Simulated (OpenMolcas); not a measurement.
# How basis sets differ on C2H3BFN (SMILES FB1C=NC1)

C2H3BFN: 8 atoms, total charge 0, spin state singlet. As SMILES, `FB1C=NC1`. The coordinates come from a PBE0-D4/def2-TZVP relaxation.

```xyz
8

F     0.2132   -1.0073    1.9184
B    -0.0241   -0.3048    0.8362
C     0.3190    1.1285    0.3458
N     0.3039    0.7286   -0.8812
C    -0.3017   -0.6406   -0.6823
H     0.6565    2.1209    0.6339
H     0.2571   -1.4327   -1.1862
H    -1.3316   -0.6497   -1.0403
```

Quantity: the dipole moment, in D. The values are calculated.

| level | kind | program | value (D) |
| --- | --- | --- | --- |
| HF/STO-3G | Hartree–Fock | OpenMolcas | 1.33 |
| HF/3-21G | Hartree–Fock | OpenMolcas | 1.10 |
| HF/ANO-XS-VDZP (DKH2, RICD fitting) | Hartree–Fock | OpenMolcas | 0.87 |
| HF/def2-SVP | Hartree–Fock | OpenMolcas | 0.98 |

The values span 0.87 to 1.33 D. Magnitudes only. Sets without polarisation functions give poor dipoles.
